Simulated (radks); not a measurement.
Isoelectronic series with 1 electrons, each ion in its NIST ground configuration. All-electron calculation, scalar-relativistic Kohn-Sham, SCAN, spin-polarised, spherical densities, finite nucleus; open shells are filled with parallel spins first (spin-orbit coupling, left out, can overturn this in heavy ions); meta-GGA in the generalised Kohn-Sham scheme; Fermi nuclear charge, rms radius of each element as measured or else 0.836 A^(1/3) + 0.57 fm. Program: a radial shooting solver on a logarithmic mesh with Libxc functionals. Total energies (hartree) and orbital eigenvalues (eV):

ion    configuration  E (hartree)      1s up
Xe53+            1s1  -1519.49713  -41025.02
Cs54+            1s1   -1578.8923  -42634.47
Ba55+            1s1   -1639.5870  -44279.24
La56+            1s1   -1701.5966  -45959.74
Ce57+            1s1   -1764.9342  -47676.31
Pr58+            1s1   -1829.6152  -49429.39
Nd59+            1s1   -1895.6542  -51219.37
Pm60+            1s1   -1963.0644  -53046.59
Sm61+            1s1   -2031.8571  -54911.38
Eu62+            1s1   -2102.0653  -56814.62
